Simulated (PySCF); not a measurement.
**Bond curve of TeN⁺**

Set-up: basis Te aug-cc-pVDZ-PP with ECP28, N aug-cc-pVDZ; scalar-relativistic core potentials; PySCF 2.14. Energies in eV from Te⁺ + N in their ground configurations at the same level. State: ¹Σ⁺ (singlet), closed shell.

Curves on a restricted Hartree–Fock reference rise too fast on stretching and do not dissociate correctly.

| R (Å) | RHF-CCSD |
| --- | --- |
| 1.612 | -0.754 |
| 1.683 | -1.515 |
| 1.737 | -1.817 |
| 1.791 | -1.945 |
| 1.845 | -1.941 |
| 1.916 | -1.788 |
| 2.006 | -1.436 |
| 2.113 | -0.886 |

Task: Put a parabola through the three lowest points of the RHF-CCSD curve and estimate Re, k and ωe (reduced mass 12.64 u; 1 eV/Å² = 0.16022 mdyn/Å; ωe = 1302.8·√(k/μ) cm⁻¹).

Result: Through R = 1.737, 1.791, 1.845 Å the second-order coefficient is 22.6 eV/Å², so Re ≈ 1.816 Å, k ≈ 7.25 mdyn/Å and ωe ≈ 987 cm⁻¹. A polynomial fit of higher order to the unrounded RHF-CCSD energies gives Re = 1.816 Å, k = 6.39 mdyn/Å, ωe = 926 cm⁻¹; anharmonicity and rounding make the difference.

The higher-order fit for each curve: RHF-CCSD: Re = 1.816 Å, ωe = 926 cm⁻¹, De = 1.96 eV.

Correlated steps freeze 5 core orbitals. Correlated levels converge slowly with the basis: in double zeta they bind strong bonds too weakly, by up to about 1 eV, and carry superposition errors of some tenths. Spin–orbit coupling is left out, which matters for elements this heavy, above all for dissociation energies. For an ion De counts to the pair picked by the measured ionisation energies or electron affinities, which need not be the lowest pair at this level. Where the molecule has an RHF reference, its open-shell atoms are computed with UHF.
